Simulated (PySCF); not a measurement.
Input of a run (PBE0-D3(BJ)/def2-SVP geometry optimisation, gas phase (PySCF 2.14.0)), started from a GFN2-xTB structure with every atom displaced at random (by about 0.01 Å):
```
{"job": {"xc": "PBE0", "basis": "def2-SVP", "d3": "d3bj", "grid": 1, "shake": 0.01, "kind": "geom"}, "charge": 0, "multiplicity": 1}
Si    -1.967020     0.188910     0.513710
C     -0.913330    -0.914940    -0.580110
Si     0.709900    -0.140670    -1.160680
Ge     2.057010     0.485450     0.685860
H     -2.315300     1.432830    -0.236020
H     -3.231260    -0.487200     0.843620
H     -1.249920     0.547290     1.737720
H     -1.463790    -1.210070    -1.459250
H     -0.690920    -1.819370    -0.004720
H      0.450460     1.030510    -1.982780
H      1.462920    -1.105950    -1.969230
H      2.052200    -0.486620     1.844310
H      1.621640     1.784990     1.347500
H      3.470270     0.679760     0.412320
```

Output (energies in Eh, forces in Eh/bohr):
```
step   0  E = -2699.07302836  max force = 0.034199
step   1  E = -2699.07976836  max force = 0.012071
step   2  E = -2699.08049982  max force = 0.002978
step   3  E = -2699.08053498  max force = 0.000315
step   4  E = -2699.08054070  max force = 0.000342
optimisation converged
```

Question: Summarise the run.

Answer: The energy falls by 0.204 eV over 5 energy and gradient evaluations, the largest force component goes from 0.0342 to 3.4e-04 Eh/bohr, and the atoms move by 0.056 Å rms after alignment. The bond that changes most is Ge4–H14 (ends: germanium bonded to Si and 3 H; Ge–H hydrogen), which lengthens by 0.087 Å. Bonds longer at the end by more than 0.005 Å: 10 of 13; shorter: 0. Among the angles that change most is H12–Ge4–H13, from 102.4° to 108.0°. The energy never rose by more than 1e-6 Eh on the way. The first step brought 90 % of the lowering.

Question: What are the final bond lengths?

Answer: Si1–C2 1.882 Å, C2–Si3 1.887 Å, Si3–Ge4 2.387 Å, Si1–H5 1.495 Å, Si1–H6 1.495 Å, Si1–H7 1.496 Å, C2–H8 1.104 Å, C2–H9 1.104 Å, Si3–H10 1.497 Å, Si3–H11 1.497 Å, Ge4–H12 1.542 Å, Ge4–H13 1.541 Å, Ge4–H14 1.540 Å. Numbering counts from 1 in the input's order; the species is `[SiH3]C[SiH2][GeH3]`.

The run used 132 basis functions and 30 SCF cycles in all.

Not checked by PBE0-D3(BJ)/def2-SVP frequencies. The numbers are those of one conformer.

The values belong to the conformer `[SiH3:1][CH2:2][SiH2:3][GeH3:4]`: Si1–C2–Si3–Ge4 59°.
